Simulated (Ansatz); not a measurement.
`C[CH2][Mg][NH2]` + HBr → `C[CH2][Mg][Br]` + NH₃ at 500 K and 1 bar (ligand exchange at a Mg–N bond).

Computed with Ansatz on PBE0-D4/def2-TZVP structures; ΔE is electronic, products minus reactants. CCSD(T)/CBS is the MP2 limit (def2-TZVPP, def2-QZVPP) plus CCSD(T) − MP2 in def2-TZVPP, frozen cores. This one scheme is used for every species. For Br, Mg outer-core shells are correlated without core-valence functions, which leaves a few kJ/mol of doubt a bond. Scalar relativity is left out up to krypton. One conformer a species, not always the lowest.

| species | CCSD(T)/CBS energy (Eh) | H − E (kJ/mol) | S (J/(mol·K)) |
| --- | --- | --- | --- |
| `C[CH2][Mg][NH2]` | -334.92798 | 277.2 | 422.5 |
| HBr | -2573.91920 | 30.5 | 213.7 |
| `C[CH2][Mg][Br]` | -2852.39929 | 210.5 | 399.9 |
| NH₃ | -56.50880 | 108.2 | 211.8 |

H − E and S are ideal-gas, rigid-rotor, harmonic terms from PBE0-D4/def2-TZVP, for one conformer and one mirror image of each species. 1 Eh = 2625.50 kJ/mol, R = 8.31446 J/(mol·K).

Problem. By hand: ΔE, ΔH, ΔS and ΔG.

Solution. ΔE = (-2852.39929) + (-56.50880) − (-334.92798) − (-2573.91920) = -0.06091 Eh = -159.9 kJ/mol. Δ(H − E) = 210.5 + 108.2 − 277.2 − 30.5 = 11.0, so ΔH = -148.9 kJ/mol. ΔS = 399.9 + 211.8 − 422.5 − 213.7 = -24.5 J/(mol·K). ΔG = -148.9 − 500 × (-24.5)/1000 = -136.7 kJ/mol.

Problem. By hand: the equilibrium constant, and the temperature at which ΔG would vanish if ΔH and ΔS stayed fixed.

Solution. log₁₀ K = −ΔG/(RT ln 10) = 14.3. ΔG = 0 at ΔH/ΔS = 6078 K, far beyond where these terms or the molecules hold.

ΔH outweighs TΔS. A doubt of 5 kJ/mol in ΔE shifts log₁₀ K by 0.5 here. Other conformers and mirror images would add mixing entropy, several J/(mol·K) or more a flexible species. Modes under 60 cm⁻¹, often nearly free rotors, make the harmonic entropy too high. These are equilibria of isolated gas molecules and say nothing of rates. Largest T1 diagnostic: 0.009 (customary marks: 0.02 for closed shells, 0.045 for open ones).
